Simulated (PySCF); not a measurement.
# A ladder of Hamiltonians for Br³³⁺ (bromine, charge +33)

Occupied: 1s1/2. Hartree-Fock calculated with PySCF 2.14 in an even-tempered Gaussian basis (16 s from 4.2 bohr⁻², ratio 2.7; 11 p from 5.1 bohr⁻², ratio 2.7), Gaussian nucleus throughout. NR is non-relativistic, sf-X2C the spin-free one-electron X2C Hamiltonian, X2C adds the bare one-electron spin-orbit term, X2C-SNSO screens it by Boettger's factors, DC is four-component Dirac-Coulomb, and the Gaunt and Breit terms are added at first order (total energies over the DC spinors, levels after relaxing the spinors in that mean field). QED terms are absent. Levels marked empty are virtual spinors of this ion.

| Hamiltonian | E (hartree) | E − E(DC) (hartree) | CPU seconds |
| --- | --- | --- | --- |
| NR | -1203.2166 | 20.1088 | 0.21 |
| sf-X2C | -1223.0477 | 0.2777 | 0.1 |
| X2C | -1223.0477 | 0.2777 | 0.1 |
| X2C-SNSO | -1223.0477 | 0.2777 | 0.1 |
| DC | -1223.3253 | 0.0000 | 2.6 |
| DC+Gaunt | -1222.7588 | 0.5665 | 4.5 |
| DC+Breit | -1222.7588 | 0.5665 | 39 |

Problem. Give the 2p spin-orbit interval with each Hamiltonian that has one.

Solution. X2C 61.86; X2C-SNSO 60.06; DC 58.98; DC+Gaunt 57.41; DC+Breit 57.41 (eV).

| level (eV) | NR | sf-X2C | X2C | X2C-SNSO | DC | DC+Gaunt | DC+Breit |
| --- | --- | --- | --- | --- | --- | --- | --- |
| 1s1/2 | -16076.0 | -16334.9 | -16334.9 | -16334.9 | -16342.3 | -16327.1 | -16327.1 |
| 2s1/2 (empty) | -3794.2 | -3870.6 | -3870.6 | -3870.6 | -3871.3 | -3869.7 | -3869.9 |
| 2p1/2 (empty) | -3730.1 | -3762.0 | -3804.0 | -3802.8 | -3802.3 | -3798.9 | -3799.5 |
| 2p3/2 (empty) | -3730.1 | -3762.0 | -3742.2 | -3742.7 | -3743.3 | -3741.5 | -3742.0 |
| 3s1/2 (empty) | -1666.6 | -1693.5 | -1693.5 | -1693.5 | -1693.7 | -1693.3 | -1693.3 |

Weight of the small component: 1s1/2 0.0163, 2s1/2 0.00381, 2p1/2 0.00378, 2p3/2 0.00372, 3s1/2 0.00168.

Koopmans' value for the highest occupied level at DC+Breit: 16327.1 eV, against an ionisation energy of 16317.0 eV (theoretical estimate listed by NIST; NIST Atomic Spectra Database, ionization energies); the former lacks relaxation, correlation, QED and recoil.

The whole ladder took 47 s of wall time on 1 thread of Intel(R) Xeon(R) Platinum 8259CL CPU @ 2.50GHz (shared host), launched as `OMP_NUM_THREADS=1 python relrun2.py TASK.json OUT` (a driver that calls PySCF for each Hamiltonian).

Dirac-Coulomb iterations, started from the X2C spinors:

```
with_ssss True, with_gaunt False, with_breit False
light speed = 137.03599967994
init E= -1220.82806192111
cycle= 1 E= -1223.3253284652  delta_E= -2.5  |g|= 0.322  |ddm|= 0.021
cycle= 2 E= -1223.32534056259  delta_E= -1.21e-05  |g|= 0.000854  |ddm|= 0.000129
cycle= 3 E= -1223.3253405628  delta_E= -2.14e-10  |g|= 2.83e-06  |ddm|= 1.42e-06
```
